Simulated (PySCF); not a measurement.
From a computed spectrum to the compound

A species of 4 atoms with charge 2 has these harmonic modes (PBE0, small Gaussian bases with core potentials, PySCF 2.14.0):

```
cm⁻¹  km/mol  symmetry
 234    55.5         π
 234    55.5         π
 403     0.4        σ+
 834    18.0         π
 834    18.0         π
2277   303.2        σ+
3271   263.1        σ+
```

(1) Which species is it, and in which structure?

Answers

(1) [Hg(HCN)]2+ (singlet):
```xyz
4

Hg    0.0000    0.0000   -0.3104
N     0.0000    0.0000    1.7262
C     0.0000    0.0000    2.8760
H     0.0000    0.0000    3.9805
```
Ideal gas at 298.15 K and 1 bar: S = 269.8 J/(mol K), Cp = 55.2 J/(mol K), H − H(0 K) = 12.5 kJ/mol (rigid rotor, harmonic modes, spin degeneracy alone). 
 Other answers can fit too; this one was computed.
